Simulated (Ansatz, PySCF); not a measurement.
Breaking the Al1–H2 bond in C2H5Al (SMILES C=[CH][AlH2]) (multiplicity 1 held, fragments rigid). Energies count from the point at 1.582 Å.
Geometry at that point (charge 0, multiplicity 1):
```csv
atom,x (Å),y (Å),z (Å)
Al,-0.1364,0.1629,1.1626
H,-0.8151,1.5910,1.2176
H,0.1783,-0.6444,2.4857
C,0.2915,-0.5524,-0.5896
C,0.0180,0.1449,-1.6988
H,0.7594,-1.5259,-0.7301
H,0.2417,-0.2199,-2.6984
H,-0.4483,1.1257,-1.6579
```

Restricted levels (R-, RO-) in cc, def2 and unpolarised 6-31G sets keep to the state of the molecule at rest. Unrestricted levels (U-) break spin symmetry where that is lower. Active spaces are followed from a long bond inwards. Levels need not reach the same state.

Correlated levels freeze the cores. Rows in 6-31G* carry no dispersion term and start afresh at each structure (6-31G* with six Cartesian d functions). MP2/6-31G* freezes PySCF's default core.

Programs: Ansatz (a first-principles code) with Gaussian orbitals; PySCF for 6-31G* rows. 

Energies in kJ/mol.

```tsv
R (Å)	R-HF/6-31G*	U-r2SCAN/cc-pV(T+d)Z	R-MP2/6-31G*	R-CCSD/cc-pV(T+d)Z	FIC-MRCISD+Q on CASSCF(2,2)/cc-pV(T+d)Z
1.266	113	104	114	104	104
1.424	23	21	24	21	21
1.582	0	0	0	0	0
1.740	14	12	12	13	13
1.899	47	42	43	43	43
2.136	113	100	105	103	101
2.373	184	161	170	164	161
2.769	296	252	271	254	248
3.164	393	300	352	320	307
3.639	490	330	423	367	346
4.272	588	347	473	393	364
5.063	671	354	474	402	368
```

Doubts at one or more of the structures used: a restricted determinant that unrestricted orbitals would lower (R-HF/6-31G*, R-MP2/6-31G*, R-CCSD/cc-pV(T+d)Z); a spin-contaminated determinant (U-r2SCAN/cc-pV(T+d)Z); other coupled-cluster roots lie near (R-CCSD/cc-pV(T+d)Z); T1 above 0.05 (R-CCSD/cc-pV(T+d)Z).
